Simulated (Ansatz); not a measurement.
Molecule: C$_{3}$H$_{5}$Cl$_{2}$, charge 0, multiplicity 2. It need not be the lowest isomer of its formula. 
Coordinates optimised at B3LYP-D3(BJ)/def2-TZVP (Ansatz, a first-principles code):
SMILES: Cl[CH]CCCl
```xyz
10

C      0.0280    -0.3609    -1.1925
C     -1.1839    -0.4225    -0.3418
Cl    -1.9499     1.0417     0.1192
C      1.2603     0.2291    -0.5070
Cl     1.8078    -0.7941     0.8754
H      0.2616    -1.3681    -1.5439
H     -0.1688     0.2597    -2.0750
H     -1.4516    -1.2807     0.2533
H      2.0982     0.2922    -1.1970
H      1.0490     1.2138    -0.0981
```
Charge 0, spin multiplicity 2.

Property: atomisation energy (electronic, to ground-state atoms), in kJ/mol. Correlated levels leave the core frozen unless marked. Open shells are spin-unrestricted. Spin-orbit coupling is left out. Non-relativistic. The coupled-cluster limit lacks core correlation, which all-electron functionals hold. CBS(X,Y): correlation extrapolated as X^-3; Hartree-Fock from the larger set. [CCSD(T)-MP2]/basis is that difference in the basis named.

| level | program | atomisation energy (kJ/mol) | minus last row |
|---|---|---|---|
| HF/6-31G | Ansatz | 2447.6 | -1149.5 |
| PBE-D3(BJ)/def2-TZVPD | Ansatz + dftd3 | 3715.1 | 118.0 |
| revPBE-D3(BJ)/def2-TZVPD | Ansatz + dftd3 | 3613.5 | 16.4 |
| r2SCAN-D4/def2-TZVPD | Ansatz + dftd4 | 3637.3 | 40.2 |
| r2SCANh/def2-TZVPD | Ansatz | 3612.1 | 15.0 |
| LC-wPBE-D4/def2-TZVPD | Ansatz + dftd4 | 3627.6 | 30.5 |
| SCS-MP2/6-31G* | Ansatz | 3286.7 | -310.4 |
| CCSD(T)/6-31G | Ansatz | 3014.9 | -582.2 |
| CCSD(T)/cc-pV(T+d)Z | Ansatz | 3500.7 | -96.4 |
| RI-MP2/CBS(cc-pV(T+d)Z,cc-pV(Q+d)Z)+[CCSD(T)-MP2]/cc-pV(T+d)Z | Ansatz | 3597.1 | 0.0 |
